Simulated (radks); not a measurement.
The numbers below are computed, except where a source is named.
Question: The mean radii <r> (bohr) of the occupied orbitals of an atom or ion are listed with their occupations. Code: a radial shooting solver on a logarithmic mesh with Libxc functionals. Model: scalar-relativistic Kohn-Sham, BLYP, spin-polarised, spherical densities, point nucleus.

| orbital | occ. | <r> |
|---|---|---|
| 1s up | 1 | 0.02781 |
| 1s down | 1 | 0.02781 |
| 2s up | 1 | 0.1198 |
| 2s down | 1 | 0.1198 |
| 2p up | 3 | 0.1047 |
| 2p down | 3 | 0.1047 |
| 3s up | 1 | 0.3221 |
| 3s down | 1 | 0.3221 |
| 3p up | 3 | 0.3202 |
| 3p down | 3 | 0.3201 |
| 3d up | 5 | 0.2966 |
| 3d down | 5 | 0.2966 |
| 4s up | 1 | 0.7607 |
| 4s down | 1 | 0.7604 |
| 4p up | 3 | 0.8144 |
| 4p down | 3 | 0.8141 |
| 4d up | 5 | 0.9469 |
| 4d down | 4 | 0.9460 |
| 5s up | 1 | 1.865 |
| 5s down | 1 | 1.869 |
| 5p up | 1 | 2.145 |
| 4f up | 1 | 2.420 |

Name the element and its charge. Open shells, if any, are filled with parallel spins first.

Answer: Z = 52, tellurium, charge +3: Te3+ in [Kr] 4d9 5s2 5p1 4f1. The 1s radius gives Z: for a bare nucleus <r> = (2 gamma + 1)/(2Z) with gamma = sqrt(1 - (Z/c)^2), 0.02741 bohr for Z = 52, and screening makes it slightly larger (0.02781 here). The occupations add up to 49, and the charge is Z minus that.
